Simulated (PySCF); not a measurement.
Where the electron goes

Compound: C6H13As.
SMILES with atom numbers: `[CH2:1]=[CH:2][CH2:3][CH2:4][As:5]([CH3:6])[CH3:7]` (hydrogens: H8, H9 on C1; H10 on C2; H11, H12 on C3; H13, H14 on C4; H15, H16, H17 on C6; H18, H19, H20 on C7)

Structure used (PBE0-D3(BJ)/def2-SVP), in Å, numbered top down from 1:
```xyz
20
C6H13As angstrom
C      2.6427   -1.0255   -1.5666
C      1.7789   -0.0409   -1.3148
C      1.6896    0.7258   -0.0322
C      0.4059    0.4708    0.7587
As    -1.2684    0.9242   -0.2025
C     -1.6910   -0.8636   -0.9053
C     -2.4388    0.8249    1.3733
H      3.3777   -1.3407   -0.8179
H      2.6530   -1.5497   -2.5260
H      1.0627    0.2450   -2.0972
H      2.5616    0.4854    0.5995
H      1.7548    1.8049   -0.2608
H      0.4058    1.0934    1.6683
H      0.3499   -0.5816    1.0836
H     -0.9673   -1.1388   -1.6852
H     -2.6960   -0.8492   -1.3522
H     -1.6604   -1.6225   -0.1086
H     -2.2431   -0.0840    1.9627
H     -2.2768    1.7087    2.0077
H     -3.4897    0.8230    1.0490
```

Method used: TDDFT PBE0/def2-SVPD, vertical, gas phase, core orbitals frozen in the response in PySCF 2.14.0, density-fitted response routines. The PBE0/def2-SVPD calculation is non-relativistic and has no spin–orbit coupling, an omission that weighs most on arsenic.

Kohn–Sham orbitals with the atoms that hold most of them (Löwdin shares over 4%, at most four atoms; ? is withheld):

```json
{"orbital": "HOMO-3", "ε (eV)": "-8.75", "atoms": "C7 25%, As5 22%, C6 20%, C4 5%"}
{"orbital": "HOMO-2", "ε (eV)": "-8.41", "atoms": "C4 22%, As5 22%, C6 12%, C3 12%"}
{"orbital": "HOMO-1", "ε (eV)": "-7.46", "atoms": "?"}
{"orbital": "HOMO", "ε (eV)": "?", "atoms": "As5 59%, C4 12%, C6 10%, C7 10%"}
{"orbital": "LUMO", "ε (eV)": "0.18", "atoms": "?"}
{"orbital": "LUMO+1", "ε (eV)": "0.74", "atoms": "C7 21%, As5 21%, H20 9%, H18 9%"}
{"orbital": "LUMO+2", "ε (eV)": "0.79", "atoms": "As5 29%, C6 17%, C7 7%, H15 6%"}
```

(1) Give the leading atoms of the HOMO-1.

(2) Give the leading atoms of the LUMO.

(3) What is the HOMO energy, and the HOMO–LUMO gap?

Answers

(1) C1 (bonded to C and 2 H) 38%; C2 (bonded to 2 C and H) 34%; C3 (bonded to 2 C and 2 H) 7%; C4 (bonded to As, C and 2 H) 5%.

(2) C1 (bonded to C and 2 H) 32%; C2 (bonded to 2 C and H) 30%; C3 (bonded to 2 C and 2 H) 6%; H8 (bonded to C) 6%. By element: carbon 69% or more, hydrogen 6% or more.

(3) ε(HOMO) = -6.49 eV; the gap is 6.67 eV (0.2452 hartree).

Task: The HOMO–LUMO gap is 6.67 eV. Where does the response calculation put the lowest singlet, and from which orbitals?

Result: S1 is at 5.73 eV (f = 0.0026), 0.95 eV below the gap, made of HOMO→LUMO (99%). 

Task: Give energy, strength and leading configuration of S1 and S2, and follow the Löwdin shares of the leading atoms from the occupied to the empty orbital.

Result: 
- S1 (5.73 eV, f 0.0026), HOMO→LUMO (99%): As5 59% → at most 6%, C4 12% → at most 6%, C1 at most 10% → 32%, C2 at most 10% → 30%
- S2 (6.20 eV, f 0.114), HOMO→LUMO+1 (84%): As5 59% → 21%, C4 12% → at most 9%, C7 10% → 21%

Löwdin shares depend on the basis, the more so with diffuse functions.

One conformer stands for the species.
